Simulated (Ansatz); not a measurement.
`S[SiH]1CO1` and `F[SiH]1CO1` differ in one atom or group.

Ansatz, PBE0-D4/def2-TZVP geometries, multiplicity 1. Each molecule was computed in one conformer, which needn't be the lowest.

| property | `S[SiH]1CO1` |
| --- | --- |
| HOMO energy (B3LYP/def2-TZVPP) / eV | -7.25 |
| ideal-gas entropy at 298 K and 1 bar (rigid rotor, harmonic PBE0-D4/def2-TZVP) / J/(mol·K) | 313 |
| size of the dipole moment (B3LYP/def2-TZVPP) / D | 1.98 |
| HOMO–LUMO gap (B3LYP/def2-TZVPP) / eV | 6.86 |
| HOMO energy (PBE/def2-TZVPP) / eV | -6.21 |
| size of the dipole moment (ωB97M-V/def2-TZVPP) / D | 2.01 |

(1) Give the same properties after the change, and the shifts. (Estimate.)

Results:

(1) Ansatz gave: 
| property | `F[SiH]1CO1` | shift |
| --- | --- | --- |
| HOMO energy (B3LYP/def2-TZVPP) / eV | -7.78 | -0.53 |
| ideal-gas entropy at 298 K and 1 bar (rigid rotor, harmonic PBE0-D4/def2-TZVP) / J/(mol·K) | 286 | -27 |
| size of the dipole moment (B3LYP/def2-TZVPP) / D | 1.87 | -0.11 |
| HOMO–LUMO gap (B3LYP/def2-TZVPP) / eV | 7.55 | 0.69 |
| HOMO energy (PBE/def2-TZVPP) / eV | -6.65 | -0.44 |
| size of the dipole moment (ωB97M-V/def2-TZVPP) / D | 1.88 | -0.13 |

With PBE0 the HOMO falls by 0.53 eV and the LUMO rises by 0.20 eV, so the gap widens by about 0.73 eV. PBE moves the HOMO by -0.44 eV and ωB97M-V by -0.59 eV. The zero-point energy changes by -17.6 kJ/mol with -3 modes. Dipoles are sizes alone; their direction can turn.

B3LYP here is the variant with VWN-RPA as its local correlation; programs differ in this.
